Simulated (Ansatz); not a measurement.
Energy difference R1 → 2 P1, each structure at its B3LYP-D3(BJ)/def2-TZVP stationary point, reached from a drawn start (curvature not checked).
P1: CH3 (SMILES [CH3]), charge 0, multiplicity 2.
R1, C2H6 (SMILES CC) (charge 0, multiplicity 1, Z-matrix in Å and degrees):
```
C
H 1 1.0919
H 1 1.0919 2 107.55
H 1 1.0919 2 107.55 3 -115.58
C 1 1.5261 2 111.33 3 122.21
H 5 1.0919 1 111.33 2 60.00
H 5 1.0919 6 107.55 1 -122.21
H 5 1.0919 6 107.55 7 -115.58
```

P less R. No zero-point or thermal terms; singlets are restricted closed shells; open shells are unrestricted.

Frozen-core correlation throughout.

Codes used: Ansatz (Gaussian orbitals). All values are computed, each at the level named.

Total energies in hartree:

```json
[
 {"structure": "P1", "PBE/def2-TZVPP": "-39.788963", "r2SCAN/def2-TZVPP": "-39.828996", "CCSD(T)/cc-pVTZ": "-39.760977"},
 {"structure": "R1", "PBE/def2-TZVPP": "-79.732725", "r2SCAN/def2-TZVPP": "-79.800205", "CCSD(T)/cc-pVTZ": "-79.674439"}
]
```

Work out the reaction energy at each level in kJ/mol (1 hartree = 2625.49964 kJ/mol), and say how far PBE/def2-TZVPP lies from CCSD(T)/cc-pVTZ.


- PBE/def2-TZVPP: 2 × (-39.788963) − (-79.732725) = 0.154799 hartree = 406.4 kJ/mol
- r2SCAN/def2-TZVPP: 2 × (-39.828996) − (-79.800205) = 0.142213 hartree = 373.4 kJ/mol
- CCSD(T)/cc-pVTZ: 2 × (-39.760977) − (-79.674439) = 0.152485 hartree = 400.3 kJ/mol
PBE/def2-TZVPP less CCSD(T)/cc-pVTZ: 6.1 kJ/mol. CCSD(T)/cc-pVTZ is the level counted from, the highest shown, and no exact or measured value.

Ansatz is an electronic-structure program.
